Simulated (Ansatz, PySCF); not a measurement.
Energy difference 4 R1 + R2 → P1 + P2 + 2 P3 + P4, each structure at its B3LYP-D3(BJ)/def2-TZVP stationary point, reached from a drawn start (curvature not checked).
P1: CH4 (SMILES C), charge 0, multiplicity 1.
R1, H2 (SMILES [H][H]) (charge 0, multiplicity 1):
```xyz
2

H      0.000     0.000     0.372
H      0.000     0.000    -0.372
```
P2, HCl (SMILES Cl) (charge 0, multiplicity 1):
```xyz
2

Cl     0.0000     0.0000     0.6410
H      0.0000     0.0000    -0.6410
```
P3, HF (SMILES F) (charge 0, multiplicity 1):
```csv
atom,x (Å),y (Å),z (Å)
F,0.0000,0.0000,0.4622
H,0.0000,0.0000,-0.4622
```
P4: SiH4 (SMILES [SiH4]), charge 0, multiplicity 1.
R2: CH3ClF2Si (SMILES C[Si](F)(F)Cl), charge 0, multiplicity 1.

P less R. No zero-point or thermal terms.

Cores are frozen in the correlated methods.

The values were computed with Ansatz (a quantum-chemistry and plane-wave program); PySCF for the D3/D4 terms. All values are computed, each at the level named.

The comparison value is 74.10 kcal/mol (CCSD(T)/cc-pV(T+d)Z). It is a level with limits of its own, not the exact answer.

Task: Order these levels by how close they come to the comparison value for the reaction energy, closest first: BLYP-D3(BJ)/def2-TZVPP, PBE-D3(BJ)/def2-TZVPP, PBE-D4/def2-TZVPP, revPBE-D3(BJ)/def2-TZVPP, SVWN5/def2-TZVPP. Give each level's value less the comparison value.

Result: PBE-D4/def2-TZVPP (-0.71 kcal/mol), SVWN5/def2-TZVPP (-0.89 kcal/mol), revPBE-D3(BJ)/def2-TZVPP (-1.27 kcal/mol), PBE-D3(BJ)/def2-TZVPP (-1.53 kcal/mol), BLYP-D3(BJ)/def2-TZVPP (1.72 kcal/mol)
